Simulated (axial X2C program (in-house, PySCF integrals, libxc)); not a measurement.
Low determinants of MnAs at the PBE0 level, scalar-relativistic

Computed with an in-house relativistic program for diatomic molecules. Spin-free means the one-electron spin-free X2C Hamiltonian. Basis: As dyall-cv3z [9s9p6d4f1g], Mn dyall-cv3z [9s10p6d3f2g] (cores contracted in-house); Gaussian nuclei, density fitting, unrestricted open shells. Masses: As 74.922 u, Mn 54.938 u.

Search at 2.276 Å (vertical energies from the lowest determinant):

```csv
ΔE (eV),state,electrons beyond evenly filled partner blocks,"electrons in σ, π, δ, φ"
0.00,"M_S = 2, Λ = 1","σα, π+α, δ+α, δ-α",27 25 6 0
0.32,"M_S = 2, Λ = 0","2 × σα, δ+α, δ-α",28 24 6 0
0.36,"M_S = 3, Λ = 1","σα, 2 × π+α, π+β, 2 × π-α, δ+α, δ-α",27 25 6 0
0.84,"M_S = 4, Λ = 0","2 × σα, 2 × π+α, 2 × π-α, δ+α, δ-α",28 24 6 0
1.10,"M_S = 1, Λ = 1","σα, π+β, δ+α, δ-α",27 25 6 0
1.39,"M_S = 3, Λ = 2","2 × σα, 2 × π+α, π+β, π-α, δ+α, δ-α",28 24 6 0
1.39,"M_S = 3, Λ = 0","2 × σα, π+α, π+β, 2 × π-α, δ+α, δ-α",28 24 6 0
```

Lowest determinant, M_S = 2, Λ = 1 (beyond evenly filled blocks: σα, π+α, δ+α, δ-α): Re = 2.269 Å, ωe = 304.9 cm⁻¹.

The determinant in row 2 of the search, M_S = 2, Λ = 0 (beyond evenly filled blocks: 2 × σα, δ+α, δ-α), was followed along the bond at PBE0; measured from the minimum of the lowest determinant it gives:

Te = 0.121 eV (977 cm⁻¹), Re = 2.497 Å, ωe = 230.0 cm⁻¹.

Task: Compare the bond of the determinant in row 2 with that of the lowest one.

Result: At PBE0 its Re is 0.228 Å longer and its force constant, which goes as ωe², is 0.57 times that of the lowest determinant. This determinant mixes spin states, so it has no term energy of its own.

The search compares states at one distance, so a state with another bond length can lie lower; it is not exhaustive and yields mostly the lowest determinant of each block pattern, so other components and higher states of one pattern are missing. These are energies of single determinants, not of spin-adapted states; PBE0 term energies can be off by some tenths of an eV, and the functional has no current term. The lowest determinant need not be the ground state where others lie within half an eV. Row 1 is spin-contaminated (⟨S²⟩ = 7.02 against 6.00), so its values are not those of a pure state. Row 2 is spin-contaminated (⟨S²⟩ = 7.84 against 6.00), so its values are not those of a pure state.
